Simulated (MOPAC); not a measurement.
Job for MOPAC: PM6 on BH3O2Se (SMILES OB(O)[SeH]), a point of a torsion scan.

```
PM6 1SCF PRECISE CHARGE=0 THREADS=1
BH3O2Se

O     -0.84202200 1    -1.06341055 1    -0.36222650 1
B     -0.01360883 1    -0.12679569 1     0.13416487 1
O     -0.24274226 1     1.18617235 1     0.28462432 1
Se     1.72936149 1    -0.75286948 1     0.70311641 1
H     -1.71759269 1    -0.81659542 1    -0.66085982 1
H     -1.08183286 1     1.56549838 1     0.02452094 1
H      1.50982421 1    -2.12983833 1     0.36490888 1
```

It printed:

```
*******************************************************************************
 **                                                                           **
 **                              MOPAC v23.2.5                                **
 **                                                                           **
 *******************************************************************************
 ** MOPAC's Digital Object Identifier: https://doi.org/10.5281/zenodo.6511958 **
 **                                                                           **
 ** Please cite the open-source release paper for use of this MOPAC version:  **
 ** J. E. Moussa and J. J. P. Stewart (2026)                                  **
 ** MOPAC: An open-source semiempirical molecular orbital program             **
 ** J. Open Source Softw., 11(119), 8025, https://doi.org/10.21105/joss.08025 **
 *******************************************************************************

                              PM6 CALCULATION RESULTS

 *******************************************************************************
 *  PM6        - The PM6 Hamiltonian to be used
 *
 *
 *
 *                 CHARGE ON SYSTEM = 0
 *
 *
 *
 *  PRECISE    - TIGHTER CRITERIA TO BE USED
 *  1SCF       - DO 1 SCF AND THEN STOP
 *  THREADS=1  - MULTI-THREADING NOT USED
 *  T=         - A TIME OF 172800.0 SECONDS REQUESTED
 *  DUMP=N     - RESTART FILE WRITTEN EVERY 7200.0 SECONDS REQUESTED
 *******************************************************************************
PM6 1SCF PRECISE CHARGE=0 THREADS=1
 BH3O2Se

   ATOM   CHEMICAL          X               Y               Z
  NUMBER   SYMBOL      (ANGSTROMS)     (ANGSTROMS)     (ANGSTROMS)

     1       O         -0.84202200  *  -1.06341055  *  -0.36222650  *
     2       B         -0.01360883  *  -0.12679569  *   0.13416487  *
     3       O         -0.24274226  *   1.18617235  *   0.28462432  *
     4      Se          1.72936149  *  -0.75286948  *   0.70311641  *
     5       H         -1.71759269  *  -0.81659542  *  -0.66085982  *
     6       H         -1.08183286  *   1.56549838  *   0.02452094  *
     7       H          1.50982421  *  -2.12983833  *   0.36490888  *



          CARTESIAN COORDINATES

    NO.       ATOM           X           Y           Z

     1         O         -0.8420     -1.0634     -0.3622
     2         B         -0.0136     -0.1268      0.1342
     3         O         -0.2427      1.1862      0.2846
     4        Se          1.7294     -0.7529      0.7031
     5         H         -1.7176     -0.8166     -0.6609
     6         H         -1.0818      1.5655      0.0245
     7         H          1.5098     -2.1298      0.3649

 General Reference for PM6:
 "Optimization of Parameters for Semiempirical Methods V: Modification of NDDO Approximations
 and Application to 70 Elements", J. J. P. Stewart, J. Mol. Mod., 13, 1173-1213 (2007)
 URL: https://link.springer.com/article/10.1007/s00894-007-0233-4

           Empirical Formula: H3 O2 B Se  =     7 atoms



      MOLECULAR POINT GROUP   :   Cs


      RHF CALCULATION, NO. OF DOUBLY OCCUPIED LEVELS = 12


 -------------------------------------------------------------------------------
 PM6 1SCF PRECISE CHARGE=0 THREADS=1
 BH3O2Se



     1SCF WAS SPECIFIED, SO BFGS WAS NOT USED
     SCF FIELD WAS ACHIEVED


                              PM6 CALCULATION
                                                       MOPAC v23.2.5 Linux




          FINAL HEAT OF FORMATION =         83.83235 KCAL/MOL =     350.75456 KJ/MOL


          COSMO AREA              =        105.97 SQUARE ANGSTROMS
          COSMO VOLUME            =         90.56 CUBIC ANGSTROMS

          IONIZATION POTENTIAL    =          8.817515 EV
          HOMO LUMO ENERGIES (EV) =         -8.818 -0.294
          NO. OF FILLED LEVELS    =         12
          MOLECULAR WEIGHT        =        124.7925         POINT GROUP:  Cs

          MOLECULAR DIMENSIONS (Angstroms)

            Atom       Atom       Distance
            H     7    H     6     4.52637
            H     5   Se     4     3.10624
            O     1    H     6     0.00032


          SCF CALCULATIONS        =          1





   ATOM   CHEMICAL          X               Y               Z
  NUMBER   SYMBOL      (ANGSTROMS)     (ANGSTROMS)     (ANGSTROMS)

     1       O         -0.84202200  *  -1.06341055  *  -0.36222650  *
     2       B         -0.01360883  *  -0.12679569  *   0.13416487  *
     3       O         -0.24274226  *   1.18617235  *   0.28462432  *
     4      Se          1.72936149  *  -0.75286948  *   0.70311641  *
     5       H         -1.71759269  *  -0.81659542  *  -0.66085982  *
     6       H         -1.08183286  *   1.56549838  *   0.02452094  *
     7       H          1.50982421  *  -2.12983833  *   0.36490888  *

                             CARTESIAN COORDINATES

   1    O       -0.842022000    -1.063410550    -0.362226500
   2    B       -0.013608830    -0.126795690     0.134164870
   3    O       -0.242742260     1.186172350     0.284624320
   4   Se        1.729361490    -0.752869480     0.703116410
   5    H       -1.717592690    -0.816595420    -0.660859820
   6    H       -1.081832860     1.565498380     0.024520940
   7    H        1.509824210    -2.129838330     0.364908880


           Empirical Formula: H3 O2 B Se  =     7 atoms



      MOLECULAR POINT GROUP   :   Cs


                  EIGENVALUES
 -31.14154 -30.79115 -22.90336 -20.84794 -20.23328 -15.79299 -14.96859 -13.47361
 -13.01962 -12.68229 -11.74537  -8.81751  -0.29378   1.21095   2.02820   2.75533
   3.19469   4.50902   5.43660


              NET ATOMIC CHARGES AND DIPOLE CONTRIBUTIONS

  ATOM NO.   TYPE          CHARGE      No. of ELECS.   s-Pop       p-Pop
    1          O          -0.528607        6.5286     1.70477     4.82384
    2          B           0.350379        2.6496     0.92047     1.72915
    3          O          -0.504517        6.5045     1.69764     4.80687
    4         Se          -0.073044        6.0730     1.98844     4.08460
    5          H           0.328865        0.6711     0.67113
    6          H           0.329225        0.6708     0.67077
    7          H           0.097698        0.9023     0.90230
 DIPOLE           X         Y         Z       TOTAL
 POINT-CHG.    -1.619     0.063    -0.625     1.736
 HYBRID        -1.251    -0.018    -0.494     1.346
 SUM           -2.870     0.045    -1.119     3.081


          ATOMIC ORBITAL ELECTRON POPULATIONS

     Atom    s        px        py        pz
    1  O   1.70477   1.40106   1.66324   1.75954
    2  B   0.92047   0.66948   0.60455   0.45512
    3  O   1.69764   1.52235   1.48812   1.79640
    4 Se   1.98844   1.16679   1.14038   1.77743
    5  H   0.67113
    6  H   0.67077
    7  H   0.90230

 **********************
 *                    *
 * JOB ENDED NORMALLY *
 *                    *
 **********************




 == MOPAC DONE ==
```

The run finished.

Cost: around 0.010 core-seconds (rough).
